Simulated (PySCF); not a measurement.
# How exact exchange moves a shielding

Molecule: SMILES [BH3-][NH2+]CO[SiH3], CH10BNOSi.

Bonds (- single, = double, # triple, : aromatic): B1-N2 1.629 Å, N2-C3 1.456 Å, C3-O4 1.389 Å, O4-Si5 1.678 Å. B1 carries H6, H7, H8; N2 carries H9, H10; C3 carries H11, H12; Si5 carries H13, H14, H15. Formal charges: B1 -1, N2 +1.

GIAO shieldings (ppm, equivalent atoms averaged) in PySCF 2.14 on the PBE0-D3(BJ)/def2-SVP geometry, basis pcSseg-1, gas phase, non-relativistic:

```tsv
functional	exact exchange (%)	σ(N2)	σ(C3)	σ(O4)	σ(Si5)
BLYP	0	171.2	92.1	275.7	362.3
BP86	0	178.9	97.5	282.7	365.7
PBE	0	178.4	97.8	281.9	366.8
B3LYP	20	179.5	98.9	287.3	374.3
PBE0	25	187.8	105.7	295.0	382.3
BHandHLYP	50	189.1	107.8	300.4	393.8
HF	100	201.8	121.8	317.5	430.1
```

(1) Fit each shielding as a line in the percentage of exact exchange.

(2) What does the line predict for mPW1PW91 (25 %), and what does the run give?

Results:

(1) σ(N2) = 176.7 + 0.26 x (rms 3.1 ppm); σ(C3) = 95.9 + 0.26 x (rms 2.3 ppm); σ(O4) = 281.0 + 0.38 x (rms 2.8 ppm); σ(Si5) = 364.2 + 0.64 x (rms 2.2 ppm). The functionals also differ in their semilocal parts, which the line can't hold; Hartree–Fock has no correlation at all.

(2) σ(N2): 183.2 predicted, 186.7 computed; σ(C3): 102.4 predicted, 105.1 computed; σ(O4): 290.5 predicted, 294.5 computed; σ(Si5): 380.2 predicted, 381.1 computed ppm.
